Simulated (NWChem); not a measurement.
System: C2H5ClF2Si; SMILES F[SiH2][C@@H](F)CCl

Input file for NWChem:

```
start job
memory heap 200 mb stack 900 mb global 1100 mb
geometry units angstroms noautoz
  F      0.466273    -2.663671    -0.108972
  Si     0.741000    -1.120106     0.319535
  C     -0.707767    -0.099377    -0.399342
  F     -1.879337    -0.818416    -0.227686
  C     -0.895327     1.240520     0.285001
  Cl     0.635920     2.155339     0.224541
  H      0.706709    -1.033976     1.805452
  H      2.054963    -0.724542    -0.246644
  H     -0.555275     0.059990    -1.482547
  H     -1.677299     1.841173    -0.200364
  H     -1.162162     1.098300     1.341901
end
basis spherical
  * library def2-svp
end
dft
  xc xctpssh
  iterations 150
  mulliken
end
task dft energy
```

Output (shortened):

```
             Northwest Computational Chemistry Package (NWChem) 7.3.0
             --------------------------------------------------------

 C1  symmetry detected

                             Geometry "geometry" -> ""
                             -------------------------

 Output coordinates in angstroms (scale by  1.889725989 to convert to a.u.)

  No.       Tag          Charge          X              Y              Z
 ---- ---------------- ---------- -------------- -------------- --------------
    1 F                    9.0000     0.60808384    -2.60846405    -0.13993023
    2 Si                  14.0000     0.85770019    -1.03017107     0.15733906
    3 C                    6.0000    -0.74569002    -0.12746660    -0.36406494
    4 F                    9.0000    -1.82979302    -0.89179399     0.03541406
    5 C                    6.0000    -0.89805732     1.24039846     0.27198336
    6 Cl                  17.0000     0.54689062     2.22437850    -0.08742635
    7 H                    1.0000     1.05965586    -0.85630461     1.62210113
    8 H                    1.0000     2.03708974    -0.60511776    -0.63758123
    9 H                    1.0000    -0.78034025    -0.02643999    -1.46432750
   10 H                    1.0000    -1.78217489     1.77132012    -0.10788733
   11 H                    1.0000    -0.98130701     1.14923384     1.36433109

 Effective nuclear repulsion energy (a.u.)     375.3664738783

                                 NWChem DFT Module
                                 -----------------

 Summary of "ao basis" -> "ao basis" (spherical)
 ------------------------------------------------------------------------------
       Tag                 Description            Shells   Functions and Types
 ---------------- ------------------------------  ------  ---------------------
 F                          def2-svp                 6       14   3s2p1d
 Si                         def2-svp                 8       18   4s3p1d
 C                          def2-svp                 6       14   3s2p1d
 Cl                         def2-svp                 8       18   4s3p1d
 H                          def2-svp                 3        5   2s1p

            General Information
            -------------------
          SCF calculation type: DFT
          Wavefunction type:  closed shell.
          No. of atoms     :    11
          No. of electrons :    66
           Alpha electrons :    33
            Beta electrons :    33
          Charge           :     0
          Spin multiplicity:     1
          Use of symmetry is: off; symmetry adaption is: off
          Maximum number of iterations: 150
          AO basis - number of functions:   117
                     number of shells:    55
          Convergence on energy requested:  1.00D-06
          Convergence on density requested:  1.00D-05
          Convergence on gradient requested:  5.00D-04

              XC Information
              --------------
                  TPSS hybrid Method XC Functional
                     Hartree-Fock (Exact) Exchange  0.100
                  TPSS metaGGA Exchange Functional  0.900
             TPSS03 metaGGA Correlation Functional  1.000

             Grid Information
             ----------------
          Grid used for XC integration:  medium
          Radial quadrature: Mura-Knowles
          Angular quadrature: Lebedev.
          Tag              B.-S. Rad. Rad. Pts. Rad. Cut. Ang. Pts.
          ---              ---------- --------- --------- ---------
          F                   0.50       49          12.0       434
          Si                  1.10       88          11.0       590
          C                   0.70       49          10.0       434
          Cl                  1.00       88          10.0       590
          H                   0.35       45          11.0       434
          Grid pruning is: on
          Number of quadrature shells:   597
          Spatial weights used:  Erf1

      Superposition of Atomic Density Guess
      -------------------------------------

 Sum of atomic energies:       -1024.39310237

      Non-variational initial energy
      ------------------------------

 Total energy =   -1026.476452
 1-e energy   =   -2165.043299
 2-e energy   =     763.200373
 HOMO         =      -0.311009
 LUMO         =       0.045318

     ---------------------------------------------
      Total Density - Mulliken Population Analysis
     ---------------------------------------------

    Atom       Charge   Shell Charges
 -----------   ------   -------------------------------------------------------
    1 F    9     9.58   1.99  1.15  0.78  3.53  2.14  0.00
    2 Si  14    13.03   2.00  1.99  0.96  0.25  5.93  0.98  0.71  0.20
    3 C    6     5.86   1.99  0.94  0.30  1.73  0.83  0.06
    4 F    9     9.44   1.99  1.14  0.78  3.45  2.07  0.00
    5 C    6     5.90   1.99  0.94  0.21  1.80  0.92  0.04
    6 Cl  17    17.25   2.00  1.99  1.22  0.72  5.94  2.12  3.24  0.02
    7 H    1     1.10   0.70  0.39  0.01
    8 H    1     1.10   0.70  0.38  0.01
    9 H    1     0.93   0.70  0.21  0.02
   10 H    1     0.90   0.68  0.20  0.02
   11 H    1     0.91   0.69  0.20  0.02

   convergence    iter        energy       DeltaE   RMS-Dens  Diis-err
 ---------------- ----- ----------------- --------- --------- ---------
 d= 0,ls=0.0,diis     1  -1028.1105794283 -1.40D+03  1.59D-02  9.36D-01
 d= 0,ls=0.0,diis     2  -1027.9658021085  1.45D-01  9.41D-03  2.69D+00
 d= 0,ls=0.0,diis     3  -1028.2241493343 -2.58D-01  1.11D-03  2.43D-02
 d= 0,ls=0.0,diis     4  -1028.2254870781 -1.34D-03  5.76D-04  5.45D-03
 d= 0,ls=0.0,diis     5  -1028.2260221102 -5.35D-04  1.77D-04  6.71D-04
  Resetting Diis
 d= 0,ls=0.0,diis     6  -1028.2261036663 -8.16D-05  3.01D-05  1.19D-05
 d= 0,ls=0.0,diis     7  -1028.2261048768 -1.21D-06  1.91D-05  1.71D-06
 d= 0,ls=0.0,diis     8  -1028.2261047152  1.62D-07  1.11D-05  3.61D-06
 d= 0,ls=0.0,diis     9  -1028.2261050397 -3.25D-07  1.00D-06  2.35D-08

         Total DFT energy =    -1028.226105039750
      One electron energy =    -2168.035254904755
           Coulomb energy =      847.354560773786
    Exchange-Corr. energy =      -82.911884787115
 Nuclear repulsion energy =      375.366473878334

 Numeric. integr. density =       65.999992172623

                       DFT Final Molecular Orbital Analysis
                       ------------------------------------

 Vector   31  Occ=2.000000D+00  E=-3.063226D-01
              MO Center=  1.1D-01,  1.3D+00, -5.7D-02, r^2= 3.7D+00
   Bfn.  Coefficient  Atom+Function         Bfn.  Coefficient  Atom+Function
  ----- ------------  ---------------      ----- ------------  ---------------
    86      0.381811   6 Cl py               85     -0.293166   6 Cl px
    83      0.278849   6 Cl py               87     -0.256591   6 Cl pz
    82     -0.217420   6 Cl px               52      0.192594   4 F  pz
    84     -0.183579   6 Cl pz               35      0.179880   3 C  s
    80      0.161863   6 Cl py               50      0.151163   4 F  px

 Vector   32  Occ=2.000000D+00  E=-2.997313D-01
              MO Center=  2.3D-01,  1.8D+00, -9.5D-03, r^2= 2.6D+00
   Bfn.  Coefficient  Atom+Function         Bfn.  Coefficient  Atom+Function
  ----- ------------  ---------------      ----- ------------  ---------------
    87      0.538937   6 Cl pz               84      0.392945   6 Cl pz
    86      0.248939   6 Cl py               81      0.228167   6 Cl pz
   113     -0.171983  11 H  s                83      0.170726   6 Cl py
    66     -0.162579   5 C  pz               38      0.112047   3 C  pz
    37      0.107695   3 C  py              104     -0.108199   9 H  s

 Vector   33  Occ=2.000000D+00  E=-2.885415D-01
              MO Center= -3.4D-01, -2.8D-02, -9.5D-02, r^2= 3.9D+00
   Bfn.  Coefficient  Atom+Function         Bfn.  Coefficient  Atom+Function
  ----- ------------  ---------------      ----- ------------  ---------------
    36      0.236976   3 C  px               22     -0.214223   2 Si px
    37     -0.213158   3 C  py               50      0.213130   4 F  px
    86     -0.209666   6 Cl py               51     -0.207347   4 F  py
   108      0.173745  10 H  s                53     -0.160211   4 F  px
    35      0.158371   3 C  s                65      0.156683   5 C  py

 Vector   34  Occ=0.000000D+00  E=-3.658615D-03
              MO Center=  1.4D-01, -1.4D-01,  6.8D-02, r^2= 4.4D+00
   Bfn.  Coefficient  Atom+Function         Bfn.  Coefficient  Atom+Function
  ----- ------------  ---------------      ----- ------------  ---------------
    26      0.659595   2 Si py               86      0.328135   6 Cl py
     3      0.308609   1 F  s                67      0.296001   5 C  px
    85      0.294500   6 Cl px               78     -0.278689   6 Cl s
    68      0.271807   5 C  py               49      0.246860   4 F  s
    99     -0.227741   8 H  s                77     -0.221778   6 Cl s

 Vector   35  Occ=0.000000D+00  E= 8.474772D-03
              MO Center=  1.1D-01,  7.7D-01,  1.4D-01, r^2= 5.0D+00
   Bfn.  Coefficient  Atom+Function         Bfn.  Coefficient  Atom+Function
  ----- ------------  ---------------      ----- ------------  ---------------
    63      1.170309   5 C  s                26     -0.678196   2 Si py
    85      0.569528   6 Cl px              109     -0.506584  10 H  s
    78     -0.443618   6 Cl s                18     -0.420719   2 Si s
    35      0.376278   3 C  s               114     -0.357978  11 H  s
    62      0.306528   5 C  s                68      0.281938   5 C  py

 Vector   36  Occ=0.000000D+00  E= 4.948960D-02
              MO Center=  5.6D-01, -3.8D-01,  8.5D-02, r^2= 5.6D+00
   Bfn.  Coefficient  Atom+Function         Bfn.  Coefficient  Atom+Function
  ----- ------------  ---------------      ----- ------------  ---------------
    25      1.109279   2 Si px               35      1.080081   3 C  s
    99     -0.757360   8 H  s               104     -0.727671   9 H  s
    94     -0.639110   7 H  s               114     -0.561287  11 H  s
    63      0.442452   5 C  s                27      0.430858   2 Si pz
    67     -0.387986   5 C  px               41     -0.329466   3 C  pz

     ---------------------------------------------
      Total Density - Mulliken Population Analysis
     ---------------------------------------------

    Atom       Charge   Shell Charges
 -----------   ------   -------------------------------------------------------
    1 F    9     9.34   1.99  1.13  0.80  3.34  2.07  0.00
    2 Si  14    13.30   2.00  1.98  1.02  0.16  5.93  1.23  0.66  0.32
    3 C    6     5.99   1.99  0.93  0.25  2.02  0.74  0.07
    4 F    9     9.27   1.99  1.14  0.81  3.34  1.99  0.01
    5 C    6     6.00   1.99  0.94  0.16  2.05  0.82  0.04
    6 Cl  17    17.17   2.00  1.99  1.25  0.73  5.93  2.15  3.09  0.03
    7 H    1     1.10   0.76  0.33  0.01
    8 H    1     1.09   0.76  0.32  0.01
    9 H    1     0.94   0.76  0.16  0.02
   10 H    1     0.91   0.75  0.14  0.02
   11 H    1     0.91   0.75  0.14  0.02

     -------------------------------------------
      Total Density - Lowdin Population Analysis
     -------------------------------------------

    Atom       Charge   Shell Charges
 -----------   ------   -------------------------------------------------------
    1 F    9     9.21   1.98  1.02  0.77  3.21  2.22  0.01
    2 Si  14    13.44   2.00  1.93  0.65  0.33  5.81  1.26  0.96  0.50
    3 C    6     6.07   1.96  0.63  0.33  1.85  1.15  0.15
    4 F    9     9.13   1.98  1.03  0.75  3.22  2.15  0.01
    5 C    6     6.09   1.97  0.62  0.33  1.85  1.22  0.10
    6 Cl  17    16.94   2.00  1.96  1.04  0.79  5.82  2.26  3.04  0.04
    7 H    1     1.10   0.66  0.42  0.02
    8 H    1     1.10   0.66  0.42  0.02
    9 H    1     0.98   0.65  0.25  0.07
   10 H    1     0.97   0.65  0.25  0.07
   11 H    1     0.97   0.65  0.25  0.07

     Multipole analysis of the density
     ---------------------------------

     L   x y z        total         alpha         beta         nuclear
     -   - - -        -----         -----         ----         -------
     0   0 0 0      0.000000    -33.000000    -33.000000     66.000000

     1   1 0 0     -0.089953     -0.044976     -0.044976     -0.000000
     1   0 1 0      0.637489      0.318745      0.318745      0.000000
     1   0 0 1      0.008515      0.004257      0.004257      0.000000

     2   2 0 0    -36.506505   -137.956756   -137.956756    239.407007
     2   1 1 0     -2.503133      5.527042      5.527042    -13.557217
     2   1 0 1      0.289375     -0.403454     -0.403454      1.096282
     2   0 2 0    -41.388413   -346.112860   -346.112860    650.837307
     2   0 1 1      0.056092     -0.222992     -0.222992      0.502076
     2   0 0 2    -34.905286    -33.447712    -33.447712     31.990138
```

Level: TPSSh/def2-SVP. Coordinates come from a PBE0/def2-SVP optimisation.
